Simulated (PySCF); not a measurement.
Static response to an electric field

Species: C₇F₃N.
Structure used (GFN2-xTB), in Å, numbered top down from 1:
```xyz
11
C7F3N angstrom
N     -5.422    1.031    0.501
C     -4.310    0.760    0.381
C     -3.001    0.439    0.242
C     -1.822    0.154    0.121
C     -0.526   -0.170   -0.011
C      0.656   -0.432   -0.122
C      1.997   -0.806   -0.267
F      2.252   -2.101   -0.531
C      3.023    0.050   -0.156
F      4.297   -0.260   -0.287
F      2.862    1.337    0.103
```

Level: PBE0/def2-SVPD (PySCF), static field, nuclei fixed, core orbitals frozen in the response. The polarisability tensor in these axes (au):

```
x   244.21 -26.49 -15.81
y   -26.49  65.94   4.84
z   -15.81   4.84  50.35
```

Diagonalise the tensor; give its mean and Δα, where Δα² is half the sum of the squared differences of the eigenvalues.

Principal values 48.54, 62.55 and 249.41 au; mean 120.17 au = 17.81 Å³ = 19.81 × 10⁻⁴⁰ C²·m²/J; Δα = 194.24 au (162 % of the mean).

What is the dipole moment, and where does it point?

(3.54, -0.26, -0.25) D, 3.56 D in size, pointing from the negative to the positive side. Measured along this direction, the outermost atoms are N1 at the negative end and F10 at the positive end.

What would n − 1 = 2πNα be for an ideal gas of these molecules at 298.15 K and 1 atm, electronic part alone?

N = p/kT = 2.4615 × 10¹⁹ cm⁻³, so n − 1 = 2π × N × 17.81 × 10⁻²⁴ cm³ = 2754 × 10⁻⁶ at long wavelengths.

Form Σ f/ω² (atomic units) for the 6 lowest TDDFT singlets, given as eV and f, and set it beside the mean polarisability, which is this sum over all singlets: 3.26, 0.0000; 3.80, 0.0952; 4.00, 0.0000; 5.04, 0.0001; 5.30, 0.8357; 6.12, 0.0000.

They add up to 26.89 au, 22.4 % of the 120.17 au; the largest single term is 21.99 au, from the state at 5.30 eV. Terms in order: 0.00, 4.89, 0.00, 0.00, 21.99, 0.00 au. Higher excitations give the rest. The strengths listed sum to 0.931.

Give the principal axes and the span of the nuclei along them.

Largest value along (0.99, -0.14, -0.08), where the nuclei span 9.83 Å; middle along (0.16, 0.97, 0.18), 3.55 Å; least along (0.05, -0.19, 0.98), 0.01 Å. The response follows the extents in order.

Orientational against electronic polarisability at 400 K (dilute gas, rigid molecules)?

In Gaussian units μ²/3kT = 76.45 Å³ against 17.81 Å³, a ratio of 4.29; the Debye molar polarisation (4π/3)N_A(α + μ²/3kT) is 237.8 cm³/mol, leaving out the vibrational part.

Find the Langevin capture rate constant for NO+ (29.998 u) meeting this molecule (154.998 u), k = 2.342 × 10⁻⁹ cm³/s × √(α in Å³ / reduced mass in u).

The reduced mass is 25.13 u, so k = 1.97 × 10⁻⁹ cm³/s. The formula leaves out the permanent dipole, which adds to the capture rate.

Geometry: GFN2-xTB; no solvent, vibrations or thermal averaging.

These values come from a run that also computed excited states. Hardware: Arm Neoverse V2, one thread, no GPU (shared host). Cost: 38 s wall (with the writing of density and orbital grids), 0.92 GiB resident at most.
